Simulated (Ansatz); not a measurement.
Reaction (ligand exchange at the Si–N bond): `C[SiH2][NH][SnH3]` + HCl → `C[SiH2]Cl` + `[NH2][SnH3]`

Computed with Ansatz on PBE0-D4/def2-TZVP structures; ΔE is electronic, products minus reactants. CCSD(T)/CBS adds triple-zeta CCSD(T) − MP2 to the extrapolated MP2 energy (def2 sets, frozen cores). This one scheme is used for every species. DFT in def2-TZVPP. B3LYP here is the variant with VWN-RPA as its local correlation; programs differ in this. def2 core potentials past Kr. For Sn outer-core shells are correlated without core-valence functions, which leaves a few kJ/mol of doubt a bond. One conformer a species, not always the lowest.

| species | B3LYP-D4 energy (Eh) |
| --- | --- |
| `C[SiH2][NH][SnH3]` | -602.25119 |
| HCl | -460.83661 |
| `C[SiH2]Cl` | -790.95523 |
| `[NH2][SnH3]` | -272.14759 |

**Question.** Work out ΔE.

**Answer.** ΔE = (-790.95523) + (-272.14759) − (-602.25119) − (-460.83661) = -0.01502 Eh = -39.4 kJ/mol. CCSD(T)/CBS gives -36.3 kJ/mol.

Largest T1 diagnostic among the species: 0.013.

The D4 term adds +10.1 kJ/mol with B3LYP and +5.8 kJ/mol with PBE0; it sums over pairs of atoms, weighted by their polarisabilities, and B3LYP, whose exchange is more repulsive, gets the larger term. In def2-TZVPP, CCSD(T) changes the Hartree–Fock value by +11.8 kJ/mol (the triples alone add +0.8 kJ/mol) and MP2 by +10.1 kJ/mol.
